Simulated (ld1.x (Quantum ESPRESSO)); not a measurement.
Al: one change to an RRKJ potential, before and after

- Element: Al (Z = 13)
- Generator: ld1.x (Quantum ESPRESSO) 7.5
- Type: norm-conserving RRKJ (Kleinman–Bylander form)
- Functional: LDA (PZ)
- Relativity: scalar-relativistic
- Frozen core: [Ne]
- Valence charge: 3
- Reference configuration: 3s2 3p1
- Partial waves: 3s (bound): rc 1.75 bohr; 3p (bound): rc 2.35 bohr
- Local potential: all-electron potential smoothed inside 1.45 bohr (lloc = -1)
- Core correction: none

Change: core correction a·sin(br)/r model core inside 1.16 bohr.

Cutoffs: the cutoffs (Ry, on a coarse ladder) from which the occupation-weighted sum of valence levels, in a spherical-Bessel basis at the reference potential, stays within 10 and 1 mRy of its value at 400 Ry; they do not see the model core or the augmentation charge, which bear on the density cutoff. Errors are all-electron minus pseudo energies relative to the spin-unpolarised reference configuration.

**Question.** What does the change do?

**Answer.** The potential gets neither clearly harder nor softer (12 Ry and 18 Ry → 12 Ry and 18 Ry); of the 9 tests that both files solve, the error grows in 0 and shrinks in 7 by more than 15 % and 0.3 meV (median size 7.0 → 3.2 meV); neither file shows a bound ghost. Exchange and correlation are not linear in the density, so unscreening with the valence charge alone errs where core and valence overlap; a model core restores that term. A model core, the more so a compact one, raises the density cutoff, which this test does not measure.

| quantity | base | changed |
| --- | --- | --- |
| cutoff, loose | 12 Ry | 12 Ry |
| cutoff, tight | 18 Ry | 18 Ry |
| bound ghosts | none | none |
| error for 3s2 3p0, meV [ΔE 5.85 eV] | +4.9 | +3.4 |
| error for 3s1 3p0, meV [ΔE 25.22 eV] | +98 | +26 |
| error for 3s2 3p0.5, meV [ΔE 2.13 eV] | +0.7 | +0.5 |
| error for 3s1 3p1, meV [ΔE 11.67 eV] | +22 | +3.2 |
| error for 3s0 3p3, meV [ΔE 10.51 eV] | +32 | -13 |
| error for 3s2 3p1.3, meV [ΔE -0.60 eV] | +0.1 | +0.1 |
| error for 3s1 3p2, meV [ΔE 5.16 eV] | +7.0 | -2.7 |
| error for 3s2 3p1 (spin-polarised), meV [ΔE -0.14 eV] | +6.9 | +1.5 |
| error for 3s1 3p0 (spin-polarised), meV [ΔE 24.80 eV] | +235 | +24 |
| s: phases at 2.56 bohr within 0.05 rad from the reference energy up to (Ry; the scan ends near 5) | 1.4 | 1.4 |
| p: phases at 2.56 bohr within 0.05 rad from the reference energy up to (Ry; the scan ends near 5) | 2.6 | 2.6 |
